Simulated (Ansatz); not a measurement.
Consider the ligand exchange at a B–N bond: `NB(O)F` + HBr → `OB(F)Br` + NH₃.

Isolated molecules relaxed with PBE0-D4/def2-TZVP in Ansatz; ΔE leaves out vibrations. CCSD(T)/CBS adds triple-zeta CCSD(T) − MP2 to the extrapolated MP2 energy (def2 sets, frozen cores). This one scheme is used for every species. For Br outer-core shells are correlated without core-valence functions, which leaves a few kJ/mol of doubt a bond. Scalar relativity is left out up to krypton. One conformer a species, not always the lowest.

```csv
species,CCSD(T)/CBS(def2) energy (Eh)
`NB(O)F`,-256.43442
HBr,-2573.91920
`OB(F)Br`,-2773.83630
NH₃,-56.50880
```

Problem. Work out ΔE.

Solution. ΔE = (-2773.83630) + (-56.50880) − (-256.43442) − (-2573.91920) = 0.00852 Eh = +22.4 kJ/mol.

Problem. What do rigid-rotor, harmonic-oscillator terms from PBE0-D4/def2-TZVP frequencies (298.15 K, 1 bar) make of the CCSD(T)/CBS value? (Best estimate.)

Solution. Computed: ΔZPE = +6.2 kJ/mol, ΔH = +28.9 kJ/mol, ΔS = 7 J/(mol·K), ΔG = +26.9 kJ/mol.

Largest T1 diagnostic among the species: 0.011.

In def2-TZVPP, CCSD(T) changes the Hartree–Fock value by −11.1 kJ/mol (the triples alone add −2.9 kJ/mol) and MP2 by −15.5 kJ/mol. From r2SCAN to r2SCAN0 (25 % exact exchange), in def2-TZVPP and without D4, ΔE moves by +3.2 kJ/mol.
